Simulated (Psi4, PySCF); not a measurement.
Here is a job for PySCF.
```python
from pyscf import gto, scf, dft

mol = gto.Mole()
mol.atom = '''
    C    -2.430786    0.703869   -0.803039
    C    -1.255707    0.449180    0.140069
    C    -1.611317   -0.653581    1.132328
    C    -0.003568    0.096171   -0.671054
    C     1.306359    0.165616    0.121118
    C     2.506208    0.284698   -0.821556
    O     1.414163   -1.000108    0.917188
    H    -3.326534    0.946464   -0.235836
    H    -2.633948   -0.182107   -1.400882
    H    -2.217540    1.531424   -1.476530
    H    -1.054741    1.372090    0.697216
    H    -2.444852   -0.346996    1.760895
    H    -1.894947   -1.558629    0.599719
    H    -0.759745   -0.885693    1.763578
    H     0.075535    0.789699   -1.510425
    H    -0.102345   -0.914706   -1.069157
    H     1.284198    1.052872    0.778273
    H     2.441385    1.198399   -1.405787
    H     3.436494    0.305050   -0.254556
    H     2.530908   -0.566790   -1.497904
    H     2.285699   -1.015930    1.326707
'''
mol.basis = 'sto-3g'
mol.charge = 0
mol.spin = 0
mol.verbose = 3
mol.build()

mf = dft.RKS(mol)
mf.xc = 'pbe0'
mf.grids.atom_grid = (99, 590)
mf.grids.prune = None
mf.kernel()
```

Task: Give the equivalent Psi4 input.

Result: This is not unique; one that fits is 
```
memory 2 GB

molecule {
0 1
  C    -2.43078635    0.70386941   -0.80303926
  C    -1.25570669    0.44918022    0.14006863
  C    -1.61131725   -0.65358106    1.13232826
  C    -0.00356784    0.09617071   -0.67105441
  C     1.30635872    0.16561605    0.12111794
  C     2.50620758    0.28469755   -0.82155621
  O     1.41416337   -1.00010812    0.91718752
  H    -3.32653403    0.94646361   -0.23583611
  H    -2.63394850   -0.18210721   -1.40088243
  H    -2.21754026    1.53142372   -1.47653008
  H    -1.05474058    1.37209009    0.69721620
  H    -2.44485243   -0.34699566    1.76089494
  H    -1.89494724   -1.55862855    0.59971909
  H    -0.75974526   -0.88569296    1.76357795
  H     0.07553450    0.78969911   -1.51042497
  H    -0.10234493   -0.91470588   -1.06915737
  H     1.28419761    1.05287160    0.77827267
  H     2.44138523    1.19839905   -1.40578699
  H     3.43649354    0.30505001   -0.25455642
  H     2.53090781   -0.56678997   -1.49790355
  H     2.28569861   -1.01592954    1.32670716
}

set basis sto-3g
set scf_type pk
set puream true
set d_convergence 1e-8
set dft_radial_points 99
set dft_spherical_points 590

energy('pbe0')
print_variables()
```

Both were run: PySCF gave -308.088646 Eh and Psi4 -308.088646 Eh, 0.000 mEh apart.
